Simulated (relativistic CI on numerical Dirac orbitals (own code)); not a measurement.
# What each ingredient does to the levels of Br XXVIII

Base calculation: Dirac-Coulomb-Breit CI, separate exchange-only KLI orbitals for each configuration, model QED, unscaled Slater integrals.

Configurations in the expansion (outside the closed core 1s2): 2s2 2p4, 2s 2p5, 2p6, 2p5 3s, 2p5 3p, 2p5 3d, 2s2 2p3 3s, 2s2 2p3 3p, 2s2 2p3 3d, 2s 2p4 3s, 2s 2p4 3p, 2s 2p4 3d, 2s2 2p3 4s, 2s2 2p3 4p, 2s2 2p3 4d, 2s2 2p3 4f, 2s 2p4 4s, 2s 2p4 4p, 2s 2p4 4d, 2s 2p4 4f, 2s2 2p2 3s2, 2s2 2p3 5s, 2s2 2p3 5p, 2s2 2p2 3s 3p, 2s2 2p3 5d, 2s2 2p3 5f, 2s2 2p3 5g, 2s2 2p2 3p2, 2s2 2p2 3s 3d, 2s2 2p2 3p 3d, 2s 2p3 3s2, 2s2 2p2 3d2, 2s 2p3 3s 3p, 2s 2p4 5s, 2s 2p3 3p2, 2s 2p4 5p. Levels of other configurations are missing.

The lowest level and the first level of each name with at least 55 % of one term (blank where a level has no safe partner in the second run):

| Level | Base (eV) | Shift (eV) |
| --- | --- | --- |
| 2s2 2p4 3P_2 | 0.00 | 0.00 |
| 2s2 2p4 3P_1 | 45.99 | +0.02 |
| 2s2 2p4 1D_2 | 58.52 | +0.01 |
| 2s 2p5 3P°_2 | 196.85 | +0.01 |
| 2s 2p5 3P°_1 | 218.87 | +0.01 |
| 2s 2p5 3P°_0 | 247.21 | +0.01 |
| 2s 2p5 1P°_1 | 278.47 | +0.01 |
| 2p6 1S_0 | 447.00 | +0.16 |
| 2s2 2p3 3s 3D°_3 | 1741.42 | +0.91 |
| 2s2 2p3 3s 1D°_2 | 1744.87 | +0.82 |
| 2s2 2p3 3s 3P°_0 | 1757.10 | +0.83 |
| 2s2 2p3 3s 3P°_1 | 1758.68 | +0.79 |
| 2s2 2p3 3p 3P_0 | 1760.71 | +0.81 |
| 2s2 2p3 3p 3F_3 | 1784.31 | +0.91 |

At this charge energies of transitions that change n are usually good to better than 1 %, and those within a shell (Δn = 0) to a few per cent.

**Question.** One thing was changed in a second run, which moved the levels as shown. Which?
A. only the first 3 configurations
B. one mean potential for all configurations
C. Breit term removed
D. configuration mixing switched off
E. P86 correlation estimate
F. QED terms removed

**Answer.** B. One mean potential for all configurations. One potential for all configurations removes the relaxation of the orbitals, which moves whole configurations and changes the integrals a little.

LS names give the leading component of a level, which can be under half, so a name can repeat, a term be missing and a line seem to break the LS rules.
